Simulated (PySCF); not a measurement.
Cartesian coordinates in Å; atom numbers follow the order of the lines, from 1:
```xyz
20

C     2.184   -1.453    0.534
C     1.794   -0.168   -0.087
N     2.613    0.675   -0.672
C     1.803    1.676   -1.077
N     0.546    1.494   -0.775
N     0.525    0.303   -0.131
Si   -1.061   -0.282    0.394
C    -1.895    1.163    1.288
C    -1.998   -0.820   -1.166
H     3.251   -1.596    0.397
H     1.644   -2.278    0.072
H     1.955   -1.445    1.598
H     2.159    2.541   -1.600
H    -0.758   -1.411    1.284
H    -1.902    2.046    0.655
H    -2.921    0.925    1.550
H    -1.370    1.421    2.204
H    -2.070    0.006   -1.870
H    -1.498   -1.641   -1.673
H    -3.006   -1.143   -0.928
```

[PySCF 2.14.0 with density-fitted response routines: geometry: GFN2-xTB; GIAO PBE0/pcSseg-1 shieldings; a single conformation; equivalent nuclei averaged; no relativistic terms; gas phase]

Shifts are taken against calculated references (same method and geometry level): TMS for $^{13}$C, $^{1}$H, $^{29}$Si; $^{15}$N against NH3.

```json
{"atoms": "N5", "nucleus": "$^{15}$N", "count": "1", "Hirshfeld charge": "-0.15", "δ (ppm)": "336.8"}
{"atoms": "H13", "nucleus": "$^{1}$H", "count": "1", "Hirshfeld charge": "0.06", "δ (ppm)": "?"}
{"atoms": "C1", "nucleus": "$^{13}$C", "count": "1", "Hirshfeld charge": "-0.12", "δ (ppm)": "15.6"}
{"atoms": "C8/C9", "nucleus": "$^{13}$C", "count": "2", "Hirshfeld charge": "-0.21", "δ (ppm)": "?"}
{"atoms": "H14", "nucleus": "$^{1}$H", "count": "1", "Hirshfeld charge": "-0.08", "δ (ppm)": "?"}
{"atoms": "H10/H11/H12", "nucleus": "$^{1}$H", "count": "3", "Hirshfeld charge": "0.05", "δ (ppm)": "?"}
{"atoms": "H15/H16/H17/H18/H19/H20", "nucleus": "$^{1}$H", "count": "6", "Hirshfeld charge": "0.05", "δ (ppm)": "0.50"}
{"atoms": "C4", "nucleus": "$^{13}$C", "count": "1", "Hirshfeld charge": "0.03", "δ (ppm)": "158.1"}
{"atoms": "N6", "nucleus": "$^{15}$N", "count": "1", "Hirshfeld charge": "-0.07", "δ (ppm)": "236.9"}
{"atoms": "N3", "nucleus": "$^{15}$N", "count": "1", "Hirshfeld charge": "-0.22", "δ (ppm)": "294.7"}
{"atoms": "C2", "nucleus": "$^{13}$C", "count": "1", "Hirshfeld charge": "0.10", "δ (ppm)": "162.7"}
{"atoms": "Si7", "nucleus": "$^{29}$Si", "count": "1", "Hirshfeld charge": "0.43", "δ (ppm)": "-9.6"}
```

Question: Fill in the missing shifts.

Answer: 
- C8/C9: -0.9 ppm, methyl carbon bonded to Si; an electropositive neighbour leaves it electron-rich and shielded
- H13: 7.91 ppm, hydrogen on an aromatic CH between two ring heteroatoms; the ring current deshields protons in the ring plane
- H14: 5.44 ppm, hydrogen on a silicon bonded to 2 C, N
- H10/H11/H12: 2.60 ppm, hydrogen on a methyl carbon on an aromatic ring; benzylic-type position, deshielded by the ring

Shifts are as computed. Against solution values, carbons near 30 ppm lie about +3 ppm off and those near 130 ppm about +5 ppm. Of 1211 compounds with measured shifts, 218 miss one by over three times the rms of a fit or turn the order of signals round; such compounds aren't used in these exercises. Experimental scales use liquid or dissolved standards, which lie at an offset from isolated NH3 (liquid NH3: subtract about 20 ppm). Unscaled 15N shifts of sp2 nitrogen come out 20 to 40 ppm too high even then.
